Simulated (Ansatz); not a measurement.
`O[CH2][SnH3]`, 9 atoms. The species carries charge 0 and has multiplicity 1. Correlated methods include outer-core shells of Sn, which these sets cover unevenly. Sn takes the def2 core potential. All runs use 2 threads of an Intel Xeon on a shared host. Correlated methods freeze the cores.

(1) How many basis functions does each run have, and how long does it take in Ansatz? RKS revPBE-D4/def2-TZVPP energy; RKS PBE0-D4/def2-TZVP relaxation (12 steps); RKS PBE0-D4/def2-TZVP frequencies; RKS r2SCAN0-D4/def2-TZVPP energy; RHF-CCSD(T)/def2-TZVPP energy; RHF-CCSD(T)/def2-SVP energy; RKS PBE-D4/def2-TZVPP energy and forces; RKS ωB97X-V/def2-TZVPP energy; RKS PBE0-D4/def2-QZVPP energy; RKS ωB97M-V/def2-SVP energy; RKS PBE0-D4/def2-SVP energy; direct RPA on PBE orbitals/def2-TZVPP energy. (Estimate.)

Answers

(1) The calculation gave: Other jobs shared the machine, so times are rough.

| level | job | functions | wall time | peak host memory (GiB) |
| --- | --- | --- | --- | --- |
| RKS PBE0-D4/def2-SVP | energy | 84 | 0.95 s | 0.37 |
| RKS revPBE-D4/def2-TZVPP | energy | 196 | 1.9 s | 0.22 |
| RKS PBE-D4/def2-TZVPP | energy and forces | 196 | 2.3 s | 0.22 |
| RKS ωB97M-V/def2-SVP | energy | 84 | 3.3 s | 0.37 |
| RKS r2SCAN0-D4/def2-TZVPP | energy | 196 | 3.5 s | 0.4 |
| RHF-CCSD(T)/def2-SVP | energy | 84 | 3.7 s | 0.37 |
| direct RPA on PBE orbitals/def2-TZVPP | energy | 196 | 5 s | 0.44 |
| RKS PBE0-D4/def2-QZVPP | energy | 376 | 5.5 s | 0.94 |
| RKS ωB97X-V/def2-TZVPP | energy | 196 | 7 s | 0.48 |
| RKS PBE0-D4/def2-TZVP | relaxation (12 steps) | 148 | 31 s | 0.33 |
| RHF-CCSD(T)/def2-TZVPP | energy | 196 | 61 s | 2.6 |
| RKS PBE0-D4/def2-TZVP | frequencies | 148 | 100 s | 0.37 |
